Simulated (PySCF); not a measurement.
CH₆SSn, SMILES C[S][SnH3]. Atoms are numbered in the order given.

```xyz
9

Sn     0.0598     0.8293     0.0000
S     -0.7616    -1.4678     0.0000
C      0.8390    -2.3737     0.0000
H     -1.3322     1.8308     0.0000
H      1.0200     1.0919     1.4053
H      1.0200     1.0919    -1.4053
H      1.4328    -2.1534    -0.8992
H      0.5897    -3.4443     0.0000
H      1.4328    -2.1534     0.8992
```
Charge 0, spin multiplicity 1.

Geometry optimised at B3LYP-D3(BJ)/def2-SVP. The def2 effective core potentials stand for the cores of Sn; spin–orbit coupling is left out.

These are TDA-M06-2X/def2-SVPD in PySCF 2.14.0 values and carry that method's errors.

Vertical excitations. Gas-phase values at a fixed geometry. State labels are in the subgroup Cs.

Question: List the lowest excited states. (Estimate from the structure and the level; the computed values follow.)

Answer: 
```json
[
 {"state": "S1", "symmetry": "A\"", "energy (eV)": "4.87", "λ (nm)": "254", "f": "0.014", "main pairs": "HOMO→LUMO 83 %"},
 {"state": "S2", "symmetry": "A\"", "energy (eV)": "5.73", "λ (nm)": "216", "f": "0.004", "main pairs": "HOMO→LUMO+2 77 %"},
 {"state": "S3", "symmetry": "A\"", "energy (eV)": "6.11", "λ (nm)": "203", "f": "0.000", "main pairs": "HOMO→LUMO+1 88 %"},
 {"state": "S4", "symmetry": "A'", "energy (eV)": "6.56", "λ (nm)": "189", "f": "0.101", "main pairs": "HOMO−1→LUMO 44 %, HOMO→LUMO+3 42 %"},
 {"state": "S5", "symmetry": "A\"", "energy (eV)": "6.75", "λ (nm)": "184", "f": "0.000", "main pairs": "HOMO→LUMO+5 49 %, HOMO→LUMO+4 41 %"},
 {"state": "S6", "symmetry": "A\"", "energy (eV)": "7.03", "λ (nm)": "176", "f": "0.019", "main pairs": "HOMO→LUMO+4 53 %, HOMO→LUMO+5 34 %"},
 {"state": "S7", "symmetry": "A'", "energy (eV)": "7.19", "λ (nm)": "173", "f": "0.232", "main pairs": "HOMO−1→LUMO+2 45 %, HOMO−1→LUMO+1 13 %, HOMO−1→LUMO 13 %, HOMO→LUMO+3 11 %"},
 {"state": "S8", "symmetry": "A'", "energy (eV)": "7.22", "λ (nm)": "172", "f": "0.075", "main pairs": "HOMO−1→LUMO+2 32 %, HOMO→LUMO+3 27 %, HOMO−1→LUMO+1 22 %, HOMO−1→LUMO 7 %"},
 {"state": "S9", "symmetry": "A'", "energy (eV)": "7.48", "λ (nm)": "166", "f": "0.161", "main pairs": "HOMO−1→LUMO+1 45 %, HOMO→LUMO+6 28 %, HOMO−1→LUMO 11 %, HOMO→LUMO+3 7 %"},
 {"state": "S10", "symmetry": "A'", "energy (eV)": "7.62", "λ (nm)": "163", "f": "0.010", "main pairs": "HOMO−2→LUMO 69 %"},
 {"state": "T1", "symmetry": "A\"", "energy (eV)": "4.54", "λ (nm)": "273", "f": "0", "main pairs": "HOMO→LUMO 83 %"},
 {"state": "T2", "symmetry": "A\"", "energy (eV)": "5.29", "λ (nm)": "234", "f": "0", "main pairs": "HOMO→LUMO+2 67 %, HOMO→LUMO+8 11 %"},
 {"state": "T3", "symmetry": "A'", "energy (eV)": "5.61", "λ (nm)": "221", "f": "0", "main pairs": "HOMO−1→LUMO 79 %"},
 {"state": "T4", "symmetry": "A\"", "energy (eV)": "6.02", "λ (nm)": "206", "f": "0", "main pairs": "HOMO→LUMO+1 87 %"}
]
```
Triplets are in the Tamm–Dancoff approximation.
